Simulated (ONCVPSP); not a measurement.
Logarithmic derivatives: hydrogen, ONCV

```
Element                 : H (Z = 1)
Generator               : ONCVPSP 4.0.1
Type                    : optimised norm-conserving Vanderbilt (ONCV)
Functional              : PBE
Relativity              : non-relativistic
Frozen core             : none
Valence charge          : 1
Reference configuration : 1s1
Partial waves           : 1s: rc 0.75 bohr, ncon 4, nbas 7, qcut 8.7 1/bohr, local; p scattering state at 0.16 Ha: rc 0.75 bohr, ncon 5, nbas 9, qcut 15.1 1/bohr, 2 projectors, debl 1.9 Ha
Local potential         : the s channel
Core correction         : none
```

The phase is arctan(r·R′/R) of the radial function R(r), unwrapped; energies in Ha, scanned from -2 to 5 Ha. A pole is an energy at which the radial function vanishes at the test radius. The pseudo phase is shifted by a multiple of π to meet the all-electron one at the reference energy, and phase errors are pseudo minus all-electron; the curves can meet again beyond the range given. Levels narrower than the energy grid can be missing from the lists of poles.

For each channel, where are the poles, and over which energies does the pseudopotential scatter like the atom?

```tsv
channel	radius (bohr)	reference energy (Ha)	poles, all-electron	poles, pseudo	unbroken range about the reference energy with phases within 0.05 rad	phase error 1 Ha above the reference energy (rad)
s	0.76	-0.24	none	none	the whole range	+0.001
p	0.76	0.16	none	none	the whole range	+0.000
```

Phases in the p channel:

```json
{"E (Ha)": "-1.98", "all-electron": "0.853", "pseudo": "0.853"}
{"E (Ha)": "-1.62", "all-electron": "0.815", "pseudo": "0.815"}
{"E (Ha)": "-1.26", "all-electron": "0.774", "pseudo": "0.774"}
{"E (Ha)": "-0.90", "all-electron": "0.727", "pseudo": "0.727"}
{"E (Ha)": "-0.54", "all-electron": "0.675", "pseudo": "0.675"}
{"E (Ha)": "-0.18", "all-electron": "0.617", "pseudo": "0.617"}
{"E (Ha)": "0.18", "all-electron": "0.551", "pseudo": "0.551"}
{"E (Ha)": "0.54", "all-electron": "0.478", "pseudo": "0.478"}
{"E (Ha)": "0.90", "all-electron": "0.396", "pseudo": "0.396"}
{"E (Ha)": "1.26", "all-electron": "0.305", "pseudo": "0.305"}
{"E (Ha)": "1.62", "all-electron": "0.205", "pseudo": "0.205"}
{"E (Ha)": "1.98", "all-electron": "0.098", "pseudo": "0.098"}
{"E (Ha)": "2.34", "all-electron": "-0.016", "pseudo": "-0.016"}
{"E (Ha)": "2.70", "all-electron": "-0.134", "pseudo": "-0.134"}
{"E (Ha)": "3.06", "all-electron": "-0.252", "pseudo": "-0.252"}
{"E (Ha)": "3.42", "all-electron": "-0.368", "pseudo": "-0.368"}
{"E (Ha)": "3.78", "all-electron": "-0.479", "pseudo": "-0.479"}
{"E (Ha)": "4.14", "all-electron": "-0.583", "pseudo": "-0.583"}
{"E (Ha)": "4.50", "all-electron": "-0.678", "pseudo": "-0.678"}
{"E (Ha)": "4.86", "all-electron": "-0.764", "pseudo": "-0.764"}
```
